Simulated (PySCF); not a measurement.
A calculated (UHF, PySCF 2.14, x2c-TZVPall, the spin-free X2C one-electron Hamiltonian (Gaussian nucleus)) atom or ion has these occupied shells.

```json
{"shell": "1s β", "electrons": "1", "orbital energy (eV)": "-25667.4", "rms radius, mean of both spins (bohr)": "0.0357"}
{"shell": "1s α", "electrons": "1", "orbital energy (eV)": "-25667.4", "rms radius, mean of both spins (bohr)": "0.0357"}
{"shell": "2s α", "electrons": "1", "orbital energy (eV)": "-3884.8", "rms radius, mean of both spins (bohr)": "0.146"}
{"shell": "2s β", "electrons": "1", "orbital energy (eV)": "-3884.4", "rms radius, mean of both spins (bohr)": "0.146"}
{"shell": "2p α", "electrons": "3", "orbital energy (eV)": "-3481.7", "rms radius, mean of both spins (bohr)": "0.130"}
{"shell": "2p β", "electrons": "3", "orbital energy (eV)": "-3481.3", "rms radius, mean of both spins (bohr)": "0.130"}
{"shell": "3s α", "electrons": "1", "orbital energy (eV)": "-767.81", "rms radius, mean of both spins (bohr)": "0.392"}
{"shell": "3s β", "electrons": "1", "orbital energy (eV)": "-767.62", "rms radius, mean of both spins (bohr)": "0.392"}
{"shell": "3p α", "electrons": "3", "orbital energy (eV)": "-631.88", "rms radius, mean of both spins (bohr)": "0.394"}
{"shell": "3p β", "electrons": "3", "orbital energy (eV)": "-631.65", "rms radius, mean of both spins (bohr)": "0.394"}
{"shell": "3d α", "electrons": "5", "orbital energy (eV)": "-417.22", "rms radius, mean of both spins (bohr)": "0.376"}
{"shell": "3d β", "electrons": "5", "orbital energy (eV)": "-416.71", "rms radius, mean of both spins (bohr)": "0.376"}
{"shell": "4s α", "electrons": "1", "orbital energy (eV)": "-139.86", "rms radius, mean of both spins (bohr)": "0.976"}
{"shell": "4s β", "electrons": "1", "orbital energy (eV)": "-137.84", "rms radius, mean of both spins (bohr)": "0.976"}
{"shell": "4p α", "electrons": "3", "orbital energy (eV)": "-98.311", "rms radius, mean of both spins (bohr)": "1.07"}
{"shell": "4p β", "electrons": "3", "orbital energy (eV)": "-95.794", "rms radius, mean of both spins (bohr)": "1.07"}
{"shell": "4d α", "electrons": "5", "orbital energy (eV)": "-36.660", "rms radius, mean of both spins (bohr)": "1.42"}
{"shell": "4d β", "electrons": "4", "orbital energy (eV)": "-35.507", "rms radius, mean of both spins (bohr)": "1.42"}
```

Name the element and its charge.

Ag²⁺ (silver, charge +2), in [Kr] 4d9, 2D determinant.
